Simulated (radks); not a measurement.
Mn3+, configuration [Ar] 3d4. Method: scalar-relativistic Kohn-Sham, RPBE, spin-polarised, spherical densities, finite nucleus; open shells are filled with parallel spins first; Fermi nuclear charge, rms radius 3.7057 fm; computed with a radial shooting solver on a logarithmic mesh with Libxc functionals.

Unscreened Slater integrals over Kohn-Sham orbitals (cm^-1). They are taken over the spin-up orbitals.

F0(3d,3d): 195400
F2(3d,3d): 91856
F4(3d,3d): 57440
F0(3d,3p): 207820
F2(3d,3p): 99396
G1(3d,3p): 123170
G3(3d,3p): 75005
F0(3d,3s): 212500
G2(3d,3s): 94067
F0(3d,2p): 269930
F2(3d,2p): 50990
G1(3d,2p): 37249
G3(3d,2p): 21128
F0(3p,3p): 223440
F2(3p,3p): 112240
F0(3p,3s): 228710
G1(3p,3s): 151950
F0(3p,2p): 303310
F2(3p,2p): 60129
G0(3p,2p): 23487
G2(3p,2p): 24544
F0(3s,3s): 234490
F0(3s,2p): 311790
G1(3s,2p): 25646
F0(2p,2p): 810860
F2(2p,2p): 381360

Derived for the open shells (J is the average intra-shell exchange parameter used in DFT+U). 3d: Racah B = F2/49 - 5 F4/441 = 1223 cm^-1, C = 35 F4/441 = 4559 cm^-1, C/B = 3.73, F4/F2 = 0.625, J = (F2 + F4)/14 = 10660 cm^-1.
